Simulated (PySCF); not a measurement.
SMILES C[SiH](C)C[Si](C)(O)O (C4H14O2Si2), GFN2-xTB optimised geometry.

```
22

Si    -1.55    -1.04     0.00
C     -2.22     0.74     0.00
C     -2.18    -1.95     1.55
C      0.35    -1.04     0.00
Si     1.15    -0.14    -1.47
C      0.65    -0.94    -3.11
O      0.70     1.42    -1.55
O      2.79    -0.07    -1.28
H     -2.05    -1.76    -1.19
H     -3.30     0.76    -0.12
H     -1.78     1.30    -0.82
H     -1.97     1.25     0.92
H     -1.83    -2.98     1.58
H     -3.26    -1.97     1.59
H     -1.83    -1.47     2.47
H      0.70    -2.07     0.03
H      0.70    -0.59     0.93
H     -0.39    -0.74    -3.33
H      1.24    -0.55    -3.94
H      0.78    -2.02    -3.09
H      1.24     2.07    -1.11
H      3.30    -0.87    -1.24
```

Density from CAM-B3LYP/def2-SVP (PySCF) at that geometry.

Minimum of the electron density along straight lines between bonded atoms, close to the bond critical point (lines longer than 1.1 times the sum of covalent radii, or with two minima, are not listed):

| bond | length / Å | ρ at the minimum / e bohr⁻³ | ∇²ρ there / e bohr⁻⁵ | position (fraction from the first atom) |
|---|---|---|---|---|
| Si1–C2 | 1.899 | 0.112 | 0.33 | 0.38 |
| Si1–C3 | 1.906 | 0.110 | 0.32 | 0.38 |
| Si1–C4 | 1.904 | 0.109 | 0.32 | 0.38 |
| C4–Si5 | 1.902 | 0.112 | 0.31 | 0.62 |
| Si5–C6 | 1.895 | 0.115 | 0.32 | 0.38 |
| Si5–O7 | 1.628 | 0.130 | 1.08 | 0.41 |
| Si5–O8 | 1.646 | 0.124 | … | 0.41 |
| Si1–H9 | 1.477 | 0.115 | 0.32 | 0.49 |
| C2–H10 | 1.086 | 0.272 | -0.98 | 0.63 |
| C2–H11 | 1.085 | 0.275 | -1.01 | 0.64 |
| C2–H12 | 1.087 | 0.271 | -0.97 | 0.62 |
| C3–H13 | 1.086 | 0.272 | -0.98 | 0.63 |
| C3–H14 | 1.085 | 0.272 | -0.98 | 0.63 |
| C3–H15 | 1.086 | 0.271 | -0.98 | 0.63 |
| C4–H16 | 1.090 | 0.266 | -0.91 | 0.62 |
| C4–H17 | 1.091 | 0.266 | -0.91 | 0.62 |
| C6–H18 | 1.084 | 0.273 | -0.99 | 0.63 |
| C6–H19 | 1.086 | 0.272 | -0.98 | 0.63 |
| C6–H20 | 1.085 | 0.271 | -0.97 | 0.62 |
| O7–H21 | 0.954 | 0.353 | -2.47 | 0.82 |
| O8–H22 | 0.952 | 0.356 | -2.44 | 0.82 |

Task: Some entries are withheld; supply them.

Result: 
- Si5–O8, ∇²ρ there / e bohr⁻⁵: 1.00
